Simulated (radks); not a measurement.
Task: Neutral rhenium, [Xe] 4f14 5d5 6s2. Method: non-relativistic Kohn-Sham, LDA (Slater exchange, Perdew-Wang correlation), spin-polarised, spherical densities, point nucleus; computed with a radial shooting solver on a logarithmic mesh with Libxc functionals. Every spin shell is full or empty, so the densities are truly spherical. Functionals are evaluated on that one density, not self-consistently. Rank these exchange functionals by their error against the exact value of the orbitals, and give that value: LDA, B88, RPBE, PW91, PW86, OPTX, WC, AM05, B86b, r2SCAN, TASK.

Result: Exact: -309.829 hartree. From best to worst, with 100 (|E| - |E exact|)/|E exact| (equal figures are ties): r2SCAN -0.09, RPBE -0.10, B86b +0.12, PW91 +0.16, B88 +0.18, PW86 -0.24, WC -0.52, TASK -1.81, OPTX +1.93, AM05 -3.60, LDA -3.80.
